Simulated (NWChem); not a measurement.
Species: Se, triplet

Computed with NWChem. Spin-unrestricted. Medium grid unless said otherwise, to which SCAN and Minnesota functionals are sensitive. The open p shell is one determinant without spherical averaging. No stability test was run on the SCF state.

For level M05-2X/def2-SVP:

```yaml
highest occupied level (eV): -7.91
lowest empty minus highest occupied level, either spin (eV): 4.38
```

**Question.** Estimate the same quantities for level N12/def2-SVP.

**Answer.** 
- highest occupied level (eV) = -5.11
- lowest empty minus highest occupied level, either spin (eV) = 0.05
